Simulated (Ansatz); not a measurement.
Cost and result for the atomization energy of Cl₄H₄N₂Si₂ (`N[Si](Cl)(Cl)[Si](N)(Cl)Cl`) (12 atoms, 11 bonds).

```xyz
12

N     0.214    1.758   -1.396
Si    0.879    0.904   -0.095
Cl    2.887    0.769   -0.440
Cl    0.488    1.950    1.636
Si    0.016   -1.220    0.329
N    -1.567   -1.048    0.921
Cl    1.298   -2.239    1.576
Cl   -0.127   -2.302   -1.407
H    -0.751    2.044   -1.403
H     0.612    1.688   -2.317
H    -2.226   -1.807    0.845
H    -1.724   -0.497    1.751
```

Total charge 0; spin multiplicity 1. The geometry is a stationary point of PBE0-D4/def2-TZVP. It is one conformer, not always the lowest. Program: Ansatz. All runs use 2 threads of an AMD EPYC 7R13 on a shared host and a share of an NVIDIA H100 80 GB. Times are those of one run each, without the atoms' runs, and a repeat can differ threefold. Electronic energies, without spin–orbit coupling; frozen cores. CCSD(T)/CBS adds CCSD(T) − MP2 in def2-TZVPP to the MP2 limit, and its time is that of the two runs behind it. T1 = 0.010. HSE06 is the plane-wave form, built on full-range PBE exchange.

CCSD(T)/CBS is a level of theory with its own doubt, some kJ/mol a heavy atom from the limit and from the frozen cores, so smaller differences don't rank the functionals.

| level | functions | wall time |
| --- | --- | --- |
| CCSD(T)/def2-SVP | 156 | 2.4 s |
| revPBE-D4/def2-TZVPP | 370 | 2.6 s |
| BHLYP-D4/def2-TZVPP | 370 | 2.8 s |
| CAM-B3LYP-D4/def2-TZVPP | 370 | 3 s |
| PBE-D4/def2-TZVPP (with forces) | 370 | 3.2 s |
| PBE0-D4/def2-TZVPP | 370 | 3.2 s |
| PBE-QIDH/def2-TZVPP | 370 | 3.3 s |
| HSE06-D4/def2-TZVPP | 370 | 3.7 s |
| ωB97X-V/def2-TZVPP | 370 | 4 s |
| B97M-V/def2-TZVPP | 370 | 4.2 s |
| MP2/def2-QZVPP | 654 | 4.7 s |
| CCSD(T)/def2-TZVPP | 370 | 14 s |
| CCSD(T)/CBS(def2) | – | 19 s |

What atomization energy does each give, and how far from CCSD(T)/CBS? (Estimate.)

Computed: 
```tsv
level	atomization (kJ/mol)	difference from CCSD(T)/CBS	per bond
CCSD(T)/def2-SVP	3730.7	-446.2	-40.6
revPBE-D4/def2-TZVPP	4146.2	-30.7	-2.8
BHLYP-D4/def2-TZVPP	4030.2	-146.7	-13.3
CAM-B3LYP-D4/def2-TZVPP	4155.9	-21.0	-1.9
PBE-D4/def2-TZVPP (with forces)	4255.3	78.4	7.1
PBE0-D4/def2-TZVPP	4179.7	2.8	0.3
PBE-QIDH/def2-TZVPP	4140.3	-36.6	-3.3
HSE06-D4/def2-TZVPP	4182.7	5.8	0.5
ωB97X-V/def2-TZVPP	4207.2	30.3	2.8
B97M-V/def2-TZVPP	4213.1	36.2	3.3
MP2/def2-QZVPP	4240.2	63.3	5.7
CCSD(T)/def2-TZVPP	4004.5	-172.4	-15.7
CCSD(T)/CBS(def2)	4176.9	0.0	0.0
```

In def2-TZVPP, CCSD(T) changes the Hartree–Fock value by +1103.0 kJ/mol (the triples alone add +85.0 kJ/mol) and MP2 by +1236.1 kJ/mol; breaking electron pairs costs correlation energy, which Hartree–Fock lacks. The D4 term adds +89.1 kJ/mol with B3LYP and +48.1 kJ/mol with PBE0; it sums over pairs of atoms, weighted by their polarisabilities, and B3LYP, whose exchange is more repulsive, gets the larger term. At CCSD(T), def2-SVP lies −446.2 kJ/mol from the extrapolated value and def2-TZVPP −172.4 kJ/mol: correlation converges slowly with the basis, and small sets miss more of it in the bonded molecule than in its fragments.

B3LYP here is the variant with VWN-RPA as its local correlation; programs differ in this.
